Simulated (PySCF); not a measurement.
C7H18Si.
Numbering: `[CH3:1][CH2:2][CH2:3][SiH2:4][C:5]([CH3:6])([CH3:7])[CH3:8]` (hydrogens: H9, H10, H11 on C1; H12, H13 on C2; H14, H15 on C3; H16, H17 on Si4; H18, H19, H20 on C6; H21, H22, H23 on C7; H24, H25, H26 on C8)

Structure used (PBE0-D3(BJ)/def2-SVP), in Å, numbered top down from 1:
```
atom  x, y, z in Å
C1     4.0094   -0.0428    0.4131
C2     2.8065    0.8564    0.1692
C3     1.4800    0.0975    0.1341
Si4   -0.0294    1.1856   -0.1812
C5    -1.6632    0.2004   -0.2274
C6    -1.8829   -0.4925    1.1202
C7    -1.6003   -0.8435   -1.3461
C8    -2.8080    1.1801   -0.4979
H9     4.9498    0.5296    0.4294
H10    3.9220   -0.5709    1.3764
H11    4.0978   -0.8090   -0.3737
H12    2.9439    1.4020   -0.7807
H13    2.7653    1.6340    0.9520
H14    1.5146   -0.6832   -0.6472
H15    1.3287   -0.4406    1.0876
H16   -0.1223    2.2283    0.8950
H17    0.1414    1.9001   -1.4906
H18   -1.0863   -1.2194    1.3460
H19   -1.9227    0.2307    1.9508
H20   -2.8394   -1.0453    1.1181
H21   -1.4297   -0.3789   -2.3309
H22   -0.7992   -1.5811   -1.1782
H23   -2.5516   -1.4020   -1.4060
H24   -2.8811    1.9509    0.2862
H25   -2.6859    1.6955   -1.4641
H26   -3.7748    0.6459   -0.5281
```

All values: PBE0/pcSseg-1 (PySCF, non-relativistic), on one gas-phase PBE0-D3(BJ)/def2-SVP geometry that isn't relaxed in the solvent. The solvent is an IEF-PCM continuum (cavity from Bondi-type radii × 1.2). The model holds no explicit solvent molecules, cavitation or dispersion.

Gas phase at PBE0/pcSseg-1: HOMO -7.63 eV, LUMO 1.12 eV, dipole 0.70 D.

Question: What does the continuum do to the energy, the frontier levels and the dipole at PBE0/pcSseg-1 in benzene and chloroform?

Answer: 
```tsv
solvent	ε	E(solvent) − E(gas) (kJ/mol)	polarisation term (kJ/mol)	distortion of the solute (kJ/mol)	HOMO (eV)	LUMO (eV)	dipole (D)
benzene	2.271	-2.14	-2.22	0.08	-7.56	1.20	0.83
chloroform	4.711	-3.42	-3.63	0.21	-7.53	1.23	0.92
```

The polarisation term is half the interaction of the solute with the surface charges that it induces; the rest is the cost of distorting the solute's density. The sum is the electrostatic part of solvation alone. From benzene to chloroform the lowering changes by a factor 1.59, Onsager's factor (ε − 1)/(2ε + 1) by 1.55 and ε itself by 2.1.

Question: Give the dipole vector in the frame of the coordinates (D, pointing from negative to positive charge), gas and chloroform.

Answer: Gas (0.02, -0.70, 0.10), solvent (0.02, -0.91, 0.13). Its length changes by +31 % and its direction by less than 1°.
